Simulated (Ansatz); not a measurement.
System: sum formula GaHCl$_{2}$ (charge 0, singlet). 
Coordinates optimised at B3LYP-D3(BJ)/def2-TZVP (Ansatz, a first-principles code):
SMILES: [Cl][GaH][Cl]
```xyz
4

Cl    -0.6866     1.7723     0.0136
Ga    -0.4421    -0.3575    -0.0109
Cl     1.5894    -1.0423     0.0087
H     -1.6438    -1.3292    -0.0407
```
Charge 0, spin multiplicity 1.

Property: vertical triplet-singlet gap (E(triplet) - E(singlet); each state is the SCF solution reached for its spin; for the triplet T1 is 0.049), in kcal/mol. Valence correlation only, unless marked. UHF or UKS for open shells. No spin-orbit coupling. The frozen core is the preceding noble-gas configuration, with the filled d and f shells of earlier blocks. No relativistic terms. Basis-set limits of correlation are two-point, X^-3; Hartree-Fock from the larger set.

```csv
level,program,vertical triplet-singlet gap (kcal/mol)
HF/def2-TZVPPD,Ansatz,145.7
PBE/def2-TZVPD,Ansatz,121.0
```

Predict the CCSD(T)/CBS(def2-TZVPPD,def2-QZVPPD) result (Ansatz).

147.1 kcal/mol
